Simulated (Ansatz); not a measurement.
Reaction (substitution at a C–S bond): `CCS[SiH3]` + `CCSS` → `CCSSCC` + `[SiH3]S`

Program: Ansatz. Geometries: PBE0-D4/def2-TZVP. ΔE: electronic, gas phase. CCSD(T)/CBS adds triple-zeta CCSD(T) − MP2 to the extrapolated MP2 energy (def2 sets, frozen cores). This one scheme is used for every species. DFT in def2-TZVPP. HSE06 is defined as in plane-wave codes. One conformer a species, not always the lowest.

Is it downhill or uphill in electronic energy at CCSD(T)/CBS, and by how much? (An estimate is asked.)

Computed: Downhill: ΔE = -17.4 kJ/mol.

What do these levels give: BLYP-D4, r2SCANh-D4, r2SCAN0-D4, ωB97M-V, HSE06, HF/def2-TZVPP? (Best estimate.)

The calculation gave: BLYP-D4 -17.9, r2SCANh-D4 -17.9, r2SCAN0-D4 -17.6, ωB97M-V -17.0, HSE06 -15.8, HF/def2-TZVPP -11.8 kJ/mol.

Largest T1 diagnostic among the species: 0.011.

Leaving LDA and LC-ωPBE aside and taking each functional with its dispersion term where it has one, the values, not all of them listed here, spread over 1.7 kJ/mol, from PBE-D4 to B2PLYP. LDA lies −3.7 kJ/mol from PBE without D4. In def2-TZVPP, CCSD(T) changes the Hartree–Fock value by −5.7 kJ/mol (the triples alone add −1.3 kJ/mol) and MP2 by −7.6 kJ/mol.
